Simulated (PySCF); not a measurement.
Compound: C3H5NSSi.
Numbering: `[H]/[N:1]=[CH:2]\[C:3]1=[CH:4][SiH2:5][S:6]1` (hydrogens: H7 on N1; H8 on C2; H9 on C4; H10, H11 on Si5)

Computed by this run: PySCF 2.14.0, PBE0-D3(BJ)/def2-SVP geometry optimisation, gas phase; density fitting, grid level 1; the optimiser is geomeTRIC in internal coordinates, started from a GFN2-xTB structure with every atom displaced at random (about 0.01 Å).

Step 3: E = -23372.7724 eV
```
atom  x, y, z in Å  |  force x, y, z in eV/Å
N1     -2.3849    0.6079    1.3384   -0.530   0.033   0.259
C2     -1.6828   -0.3131    0.8309    0.405   0.366  -0.054
C3     -0.3405   -0.0822    0.2806    0.494  -0.425  -0.139
C4      0.4881   -0.9489   -0.3620   -0.237   0.061   0.085
Si5     1.8669    0.2614   -0.5792    0.101   0.064   0.053
S6      0.4390    1.5367    0.4812   -0.044  -0.011  -0.112
H7     -1.8837    1.5091    1.3017   -0.050  -0.132  -0.022
H8     -2.0533   -1.3509    0.8008   -0.057   0.044  -0.062
H9      0.2554   -1.9937   -0.5806   -0.014   0.037  -0.011
H10     3.1172    0.0350    0.2012   -0.015  -0.024  -0.019
H11     2.2139    0.7230   -1.9545   -0.053  -0.013   0.022
```

Step 4: E = -23372.7932 eV
```
atom  x, y, z in Å  |  force x, y, z in eV/Å
N1     -2.4141    0.5878    1.3460   -0.220   0.023   0.115
C2     -1.6714   -0.2979    0.8290    0.186   0.177   0.002
C3     -0.3272   -0.0661    0.2798    0.217  -0.197   0.026
C4      0.4873   -0.9442   -0.3594   -0.111   0.029   0.023
Si5     1.8763    0.2544   -0.5841    0.101   0.061   0.051
S6      0.4626    1.5482    0.4729   -0.064  -0.027  -0.104
H7     -1.9469    1.5063    1.3287    0.001  -0.068  -0.027
H8     -2.0228   -1.3420    0.7867   -0.039   0.004  -0.073
H9      0.2431   -1.9873   -0.5727   -0.016   0.033  -0.009
H10     3.1259    0.0186    0.1941   -0.009  -0.023  -0.018
H11     2.2224    0.7064   -1.9622   -0.046  -0.011   0.014
```

Problem. Estimate the geometry and energy of step 5. (The exact step hangs on the optimiser's Hessian estimate; all steps are aligned on step 4, rigid shifts and turns removed.)

Solution. E = -23372.8009 eV, largest force 0.080 eV/Å
```
atom  x, y, z in Å  |  force x, y, z in eV/Å
N1     -2.4287    0.5820    1.3499    0.028  -0.026   0.005
C2     -1.6670   -0.2895    0.8319   -0.016  -0.036  -0.040
C3     -0.3159   -0.0684    0.2951    0.013   0.071   0.016
C4      0.4911   -0.9435   -0.3514   -0.004  -0.074   0.030
Si5     1.8823    0.2543   -0.5854    0.027   0.031   0.032
S6      0.4622    1.5525    0.4553   -0.003   0.029  -0.018
H7     -1.9588    1.4979    1.3537    0.000   0.030   0.015
H8     -2.0265   -1.3294    0.7503   -0.007   0.001  -0.012
H9      0.2434   -1.9856   -0.5609   -0.008  -0.007  -0.013
H10     3.1339    0.0205    0.1887   -0.005  -0.018  -0.007
H11     2.2191    0.6935   -1.9683   -0.025  -0.001  -0.009
```

The energy changes by -0.0078 eV. The first-order estimate −F·Δx gives -0.0141 eV and the mean of the old and new forces, exact on a quadratic surface, -0.0074 eV. The step makes an angle of 65° with the force vector and moves no atom by more than 0.039 Å.

The cost below is that of the whole optimisation. On Arm Neoverse V1, one thread (shared host), this took 74 s of wall time and 0.48 GiB of memory at its peak.
